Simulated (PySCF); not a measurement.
CH6ClNSi3, SMILES [SiH3][Si@@H]1N=C[Si@@H]1Cl. The structure is a stationary point at PBE-D3(BJ)/def2-SVP. The structure was generated by enumeration; whether it is a known compound was not checked.

Computed equilibrium geometry at PBE-D3(BJ)/def2-SVP (PySCF confirms it by a frequency run) as a Z-matrix:
```
Si
H 1 1.5070
N 1 1.8352 2 113.75
C 3 1.2981 1 104.19 2 131.36
H 4 1.1157 3 120.46 1 172.55
Si 4 1.9301 5 131.89 3 -174.45
H 6 1.5089 4 111.49 5 70.49
Cl 6 2.0951 7 106.90 4 133.95
Si 1 2.3476 2 112.96 3 -125.46
H 9 1.5039 1 108.07 2 178.70
H 9 1.5048 10 109.53 1 122.05
H 9 1.5054 10 109.29 11 119.49
```
